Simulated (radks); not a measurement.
Removal energies from the lead ion Pb9+, [Xe] 4f14 5d(3/2: 4, 5/2: 1), by Delta-SCF beside the eigenvalue of the level emptied. All-electron calculation, Dirac Kohn-Sham, BLYP, spin-unpolarised, spherical densities, finite nucleus; Fermi nuclear charge, rms radius of each element as measured or else 0.836 A^(1/3) + 0.57 fm. Program: a radial shooting solver on a logarithmic mesh with Libxc functionals. Sub-shells are occupied by j as written (lower j first in brackets).

removed from                                       final configuration  Delta-SCF (eV)  -eigenvalue (eV)
5d5/2                                     [Xe] 4f14 5d(3/2: 4, 5/2: 0)          158.61            148.85
5d3/2                                     [Xe] 4f14 5d(3/2: 3, 5/2: 1)          162.38            152.43
5p3/2         [Kr] 4d10 4f14 5s2 5p(1/2: 2, 3/2: 3) 5d(3/2: 4, 5/2: 1)          226.32            215.19
5p1/2         [Kr] 4d10 4f14 5s2 5p(1/2: 1, 3/2: 4) 5d(3/2: 4, 5/2: 1)          251.46            239.61
